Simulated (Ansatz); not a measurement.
The same group exchange along the group F, Cl, Br.

Program: Ansatz. Geometries: PBE0-D4/def2-TZVP. ΔE: electronic, gas phase. CCSD(T)/CBS is the MP2 limit (def2-TZVPP, def2-QZVPP) plus CCSD(T) − MP2 in def2-TZVPP, frozen cores. This one scheme is used for every species. DFT in def2-TZVPP. For Br, Ga, Se outer-core shells are correlated without core-valence functions, which leaves a few kJ/mol of doubt a bond. Scalar relativity is left out up to krypton. Each species was taken in one conformer, which may not be the lowest.

```
                                                        reaction  ωB97X-V (kJ/mol)
  `F[SiH2][SeH]` + `[NH2][GaH2]` → `[NH2][GaH][SeH]` + `F[SiH3]`               -38
`Cl[SiH2][SeH]` + `[NH2][GaH2]` → `[NH2][GaH][SeH]` + `[SiH3]Cl`               -47
`[SeH][SiH2]Br` + `[NH2][GaH2]` → `[NH2][GaH][SeH]` + `[SiH3]Br`               -43
```

(1) Give the CCSD(T)/CBS values in the same order. (An estimate is asked.)

Largest T1 diagnostic: 0.014, for `[NH2][GaH2]`.

## Answers

(1) The calculation gave: -41, -48, -44 kJ/mol.
